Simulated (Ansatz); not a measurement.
C₂H₆Si, charge -1, doublet, geometry from GFN2-xTB (a state made from the parent by changing its charge; the spin is typed, not shown lowest) (a gas-phase anion, which may not be bound at this level), atoms displaced at random by about 0.08 Å a coordinate; HF/STO-3G, gradient (Ansatz, an electronic-structure program).

Here is a job for Ansatz.
Ansatz 0.2 input:
```yaml
crystal:
  periodic: [false, false, false]
  atoms:
    - {symbol: Si, position_ang: [-0.24135804, 0.04824247, 0.70464346]}
    - {symbol: C, position_ang: [0.77417945, 1.32021527, -0.42467057]}
    - {symbol: H, position_ang: [0.88724530, 2.22408333, 0.04719739]}
    - {symbol: H, position_ang: [0.16140409, 1.49323436, -1.27368088]}
    - {symbol: H, position_ang: [1.81879065, 0.73160100, -0.75210279]}
    - {symbol: C, position_ang: [-0.35311778, -1.46176707, -0.27936229]}
    - {symbol: H, position_ang: [0.65956534, -1.85540653, -0.82096494]}
    - {symbol: H, position_ang: [-0.86411895, -1.23930977, -1.33964930]}
    - {symbol: H, position_ang: [-0.91741099, -2.22533827, 0.05485123]}
basis:
  gaussian:
    orbitals: STO-3G
hamiltonian:
  xc: hf
total_charge: -1
magnetization: {spin_polarized: true, initial_magnetization: 1}
output: {forces: true}
```

Output, abridged:

```
Functional definition: HF
318 factors; integrals over basis functions are off by at most 3.7e-5 eV
mean field evaluation 1: about -9892.4203 eV, gradient 1.2e1 eV
mean field evaluation 2: about -9892.5383 eV, gradient 1.2e1 eV
mean field evaluation 4: about -9893.8834 eV, gradient 1.1e0 eV
mean field evaluation 8: about -9893.8998 eV, gradient 1.3e-2 eV
mean field -9893.89977747 eV, -363.5941104957 hartree, gradient 3.2e-5 eV, S^2 0.756710; 0 other end points of the search recorded, 0 dependent functions left out
the calculation of the forces begins
reference -9893.89977747 eV, -363.5941104957 hartree; 17, 16 occupied and 8, 9 virtual orbitals, 318 factors
Total energy: -9893.89977747 eV, -363.5941104957 hartree
Atom 0 at    -0.241358     0.048242     0.704643 Å, force    -0.395865     3.239908     4.146447 eV/Å
Atom 1 at     0.774179     1.320215    -0.424671 Å, force     2.232151    -7.309530    -1.624026 eV/Å
Atom 2 at     0.887245     2.224083     0.047197 Å, force     1.328224     2.507136     1.387609 eV/Å
Atom 3 at     0.161404     1.493234    -1.273681 Å, force     0.132329     0.347825    -1.581007 eV/Å
Atom 4 at     1.818791     0.731601    -0.752103 Å, force    -3.688353     3.426101     0.883917 eV/Å
Atom 5 at    -0.353118    -1.461767    -0.279362 Å, force     4.387891     1.566764   -11.089681 eV/Å
Atom 6 at     0.659565    -1.855407    -0.820965 Å, force    -2.833050     0.285458     2.822501 eV/Å
Atom 7 at    -0.864119    -1.239310    -1.339649 Å, force     0.608996    -0.401082     3.038248 eV/Å
Atom 8 at    -0.917411    -2.225338     0.054851 Å, force    -1.772323    -3.662579     2.015994 eV/Å
Dipole moment:     0.046559    -0.081183    -0.242000 e Å
```
